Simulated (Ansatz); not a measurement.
A nudged elastic band was laid between two geometries of CH$_{5}$BO$_{2}$Si (10 atoms, charge 0, multiplicity 1).

Theory: RKS revPBE-D4/def2-SVP in Ansatz.

```yaml
movable_images: 7
climbing_image: yes
spring: 5.0 eV/Å²
optimiser: quadratic models (default)
start_path: through a guess of the saddle point
force_threshold: 0.05 eV/Å
iteration_limit: 60
end_points: relaxed
```

Image 0:

```xyz
10
Properties=species:S:1:pos:R:3
O 0.113 1.717 0.078
C 0.041 0.479 0.013
Si -0.091 -0.611 1.627
B 0.062 -0.128 -1.514
O 0.155 0.835 -2.454
H -0.032 0.240 2.862
H 1.035 -1.611 1.613
H -1.393 -1.368 1.566
H 0.005 -1.300 -1.832
H 0.187 1.696 -1.957
```

Image 8:

```xyz
10
Properties=species:S:1:pos:R:3
O -1.221 1.528 0.194
C -1.070 0.592 0.982
Si 0.389 -0.677 0.691
B 0.785 -0.453 -1.313
O 0.285 0.646 -1.922
H 1.504 -0.136 1.557
H 0.006 -2.029 1.236
H -1.784 0.506 1.859
H 1.453 -1.225 -1.983
H -0.264 1.195 -1.297
```

Question: What changes between the two ends?

Answer: Bonds broken: C2–B4, Si3–H8. Bonds formed: C2–H8, Si3–B4.

Question: What energy profile does the band end with?

Answer: It did not converge within its limit. The highest image is number 5 of 0 to 8, 1.66 eV above the first end and 1.67 eV above the last; the last end lies 0.02 eV below the first. The band didn't meet its force threshold, so its energies are provisional: the largest band force was still 0.08 eV/Å, and over the last iterations the top stayed at 1.66 eV. Neighbouring images lie up to 2.4 Å apart, so the band is torn or far too coarse. The orbitals stay closed-shell, which can raise the energy where a bond breaks towards radicals; this wasn't checked here.

```csv
image,path coordinate (Å),energy (eV),C2–B4 (Å),Si3–H8 (Å),C2–H8 (Å)
0,0.00,0.00,1.64,1.51,2.81
1,2.40,0.19,1.60,1.51,2.83
2,4.79,0.19,1.62,1.50,2.82
3,7.19,0.05,1.54,1.51,3.43
4,9.58,0.25,1.56,1.51,2.57
5,11.98,1.66,1.58,2.04,1.18
6,13.40,0.91,2.40,2.57,1.13
7,14.82,0.12,2.92,2.72,1.13
8,16.24,-0.02,3.13,2.74,1.13
```

The run took 19 min on 2 threads of Arm Neoverse N1, with other jobs on the host, peak memory 0.14 GiB.
